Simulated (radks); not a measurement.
Task: Species: Co VI. Configuration: [Ar] 3d4. All-electron calculation, scalar-relativistic Kohn-Sham, SCAN, spin-polarised, spherical densities, finite nucleus; open shells are filled with parallel spins first; meta-GGA in the generalised Kohn-Sham scheme; Fermi nuclear charge, rms radius 3.7875 fm. Program: a radial shooting solver on a logarithmic mesh with Libxc functionals. Some entries of the table are withheld. Estimate them.

orbital  occ.  eigenvalue (eV)  r(max) (bohr)  <r^2> (bohr^2)
1s down     1        -7707.181        0.03679        0.004250
1s up       1        -7707.180        0.03679        0.004250
2s up       1        -1001.057         0.2129         0.07691
2s down     1        -997.1107         0.2127         0.07644
2p up       3        -868.3234         0.1723             (1)
2p down     3        -865.3946         0.1720             (2)
3s up       1        -193.3641         0.6600          0.6415
3s down     1        -185.8589         0.6617          0.6520
3p up       3        -154.1418         0.6657             (3)
3p down     3        -146.7194         0.6687             (4)
3d up       4         -91.8751         0.6236          0.8169

Result: 
(1) 2p up <r^2> (bohr^2): 0.06227
(2) 2p down <r^2> (bohr^2): 0.06179
(3) 3p up <r^2> (bohr^2): 0.6965
(4) 3p down <r^2> (bohr^2): 0.7112
